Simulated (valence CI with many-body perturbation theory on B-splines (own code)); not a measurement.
Values are calculated unless marked as measured or tabulated.
# Ladder of approximations for Tl⁵⁸⁺

Method: valence CI with perturbative core correlation (CI+MBPT): five valence electrons over a frozen Dirac-Fock core [Ar], radial functions for each j: 7 s, 7 p, 8 d, 6 f, 4 g, 1 h, with the one-electron correlation potential Σ1, the two-electron term Σ2, the three-electron term Σ3, Breit, model QED; selected CI, second order for the rest (own B-spline code, finite nucleus).

No measured spectrum was set against this ion. As an estimate, large intervals hold to a few tenths of a per cent, small ones and those within an open d or f shell to about a per cent. The list stops below the first excitations out of the core. Only levels of the ground parity were solved; by the run's estimate the other parity begins above the list, which can be wrong where configurations are misplaced.

Each rung adds one term. CI alone is the Dirac-Coulomb CI over the frozen core; QED comes last and gives the full result, which names the levels. Energies are above (3d3/2^4 3d5/2) J=5/2 on the same rung, in cm⁻¹.

Levels are named by their leading jj configuration (3d3/2^4 stands for four electrons in 3d with j = 3/2), which in mixed levels can hold well under half, so a name can repeat and another be missing. Letters in brackets count levels of one name in rising energy.

```tsv
Level	CI alone	+ Σ1	+ Σ2	+ Σ3	+ Breit	Full
(3d3/2^3 3d5/2^2) J=5/2 [a]	771469	774163	781130	782875	765110	767428
(3d3/2^3 3d5/2^2) J=7/2 [a]	883104	885817	890946	892176	866427	868725
(3d3/2^3 3d5/2^2) J=11/2	905844	908568	917172	916978	874606	876908
(3d3/2^3 3d5/2^2) J=3/2 [a]	895881	898608	901605	902032	886459	888759
(3d3/2^3 3d5/2^2) J=9/2	953515	956273	961447	962233	929523	931839
(3d3/2^3 3d5/2^2) J=5/2 [b]	986762	989549	990767	992549	967145	969474
(3d3/2^3 3d5/2^2) J=7/2 [b]	1027090	1029870	1031490	1031420	1005230	1007550
(3d3/2^3 3d5/2^2) J=1/2	1023450	1026310	1025870	1027280	1008900	1011280
(3d3/2^3 3d5/2^2) J=3/2 [b]	1186260	1189200	1186680	1187750	1173500	1175890
(3d3/2^2 3d5/2^3) J=5/2 [a]	1637680	1643060	1653950	1655800	1620830	1625430
(3d3/2^2 3d5/2^3) J=11/2	1741050	1746480	1760120	1760750	1701010	1705630
(3d3/2^2 3d5/2^3) J=7/2 [a]	1728470	1733900	1743490	1745230	1701250	1705870
(3d3/2^2 3d5/2^3) J=9/2 [a]	1756250	1761680	1772300	1773550	1720430	1725050
(3d3/2^2 3d5/2^3) J=13/2	1797820	1803280	1818070	1817860	1743900	1748520
(3d3/2^2 3d5/2^3) J=1/2 [a]	1791190	1796660	1802380	1804420	1771680	1776300
(3d3/2^2 3d5/2^3) J=3/2 [a]	1802320	1807790	1814720	1815680	1781530	1786150
(3d3/2^2 3d5/2^3) J=5/2 [b]	1818070	1823540	1829890	1831350	1788820	1793430
(3d3/2^2 3d5/2^3) J=9/2 [b]	1870160	1875650	1884930	1885190	1835150	1839770
(3d3/2^2 3d5/2^3) J=7/2 [b]	1897410	1902910	1908360	1909460	1856900	1861520
```

**Question.** How does the ionisation energy move along the ladder, and which term matters most?

**Answer.** CI alone 5959.2, + Σ1 5961.5, + Σ2 5972.6, + Σ3 5972.9, + Breit 5969.9, + QED 5969.9 eV. The largest step is Σ2, 11.2 eV. NIST lists 5969 ± 6 eV (theoretical).
